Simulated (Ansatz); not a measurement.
ClGeH (SMILES [Cl][GeH]) moved off its minimum; all values from Ansatz (an electronic-structure program), cores frozen in correlated methods.
(charge 0, multiplicity 1)
```xyz
3

Ge     0.52209    -0.14093     0.52008
H      1.62692    -0.43330    -0.58688
Cl    -1.08668     0.27750    -0.87321
```

Forces at MP2/def2-TZVPPD (eV/Å):

```
atom      Fx      Fy      Fz
----  ------  ------  ------
Ge1    0.225  -0.058   0.337
H2    -0.045   0.012  -0.089
Cl3   -0.180   0.047  -0.248
```

Give the forces (eV/Å), the total energy and the dipole at CCSD(T)/def2-TZVPPD.


```
atom      Fx      Fy      Fz
----  ------  ------  ------
Ge1    0.217  -0.056   0.483
H2     0.054  -0.015  -0.169
Cl3   -0.271   0.070  -0.314
```
Energy -2535.8090 hartree, dipole 1.61 D.

Doubts at one or more of the structures used: a restricted determinant that unrestricted orbitals would lower (CCSD(T)/def2-TZVPPD, MP2/def2-TZVPPD).
